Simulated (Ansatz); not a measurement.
Reaction (ligand exchange at a Ga–O bond): `[OH][GaH][O][SiH3]` + H₂S → `[SiH3][O][GaH][SH]` + H₂O

Gas-phase electronic energies from Ansatz, PBE0-D4/def2-TZVP geometries. CBS: MP2 limit from def2 TZ/QZ plus the TZ coupled-cluster correction, frozen cores. This one scheme is used for every species. Functionals use def2-TZVPP. For Ga outer-core shells are correlated without core-valence functions, which leaves a few kJ/mol of doubt a bond. Scalar relativity is left out up to krypton. Each species was taken in one conformer, which may not be the lowest.

`[OH][GaH][O][SiH3]`:

```xyz
9

O    -1.011   -2.003    0.671
Ga   -1.111   -1.025   -0.810
O    -0.118    0.457   -0.831
Si    0.915    1.223    0.169
H    -0.423   -1.639    1.337
H    -1.988   -1.407   -2.014
H     1.053    0.485    1.462
H     2.262    1.316   -0.454
H     0.422    2.592    0.470
```

H₂S:

Cartesian coordinates in Å:
```
S 0.056 0.028 0.616
H 0.907 -0.252 -0.382
H -0.962 0.224 -0.235
```

`[SiH3][O][GaH][SH]`:

```xyz
9

Si   -0.676   -1.099   -0.814
O    -0.502    0.514   -0.665
Ga    0.342    1.701    0.359
S     1.582    0.900    1.979
H    -0.193   -1.543   -2.147
H     0.107   -1.826    0.230
H    -2.107   -1.474   -0.662
H     0.152    3.205    0.047
H     1.295   -0.378    1.672
```

H₂O:

Cartesian coordinates in Å:
```
O 0.256 -0.169 -0.240
H 0.337 -0.046 0.709
H -0.593 0.216 -0.469
```

| level | ΔE (kJ/mol) |
| --- | --- |
| CAM-B3LYP-D4 | -25.2 |
| B2PLYP | -25.5 |
| BHLYP | -27.0 |
| HF/CBS(def2) | -23.1 |

(1) What does CCSD(T)/CBS give? (Best estimate.)

(2) What do rigid-rotor, harmonic-oscillator terms from PBE0-D4/def2-TZVP frequencies (298.15 K, 1 bar) make of the CCSD(T)/CBS value? (An estimate is asked.)

Largest T1 diagnostic among the species: 0.014.

## Answers

(1) Ansatz gave: -33.2 kJ/mol. The listed levels differ from it by 8.0, 7.7, 6.2, 10.1 kJ/mol.

(2) Computed: ΔZPE = +5.7 kJ/mol, ΔH = -26.4 kJ/mol, ΔS = -4 J/(mol·K), ΔG = -25.2 kJ/mol.

Leaving LDA and LC-ωPBE aside and taking each functional with its dispersion term where it has one, the values, not all of them listed here, spread over 13.8 kJ/mol, from HSE06-D4 to CAM-B3LYP-D4. From PBE to PBE0 (25 % exact exchange), in def2-TZVPP and without D4, ΔE moves by −3.1 kJ/mol.

CCSD(T)/CBS has its own doubt, a few kJ/mol and more with outer-core shells, so smaller differences from it don't rank the levels.
